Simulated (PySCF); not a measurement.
BCl2, SMILES Cl[B+]Cl, charge +1.

Coordinates come from a B3LYP-D3(BJ)/def2-TZVP optimisation.

Level of theory: r2SCAN/def2-TZVPD (PySCF).

Computed frontier levels, gap, dipole moment and polarisability:
```yaml
highest_occupied_level: -16.01 eV
lowest_empty_level: -9.01 eV
orbital_gap: 7.00 eV
dipole_moment_about_the_centre_of_nuclear_charge: 0.00 D
mean_static_polarisability: 34.3 bohr³ (5.08 Å³)
polarisability_principal_values: 24.9, 24.9, 53.1 bohr³
```
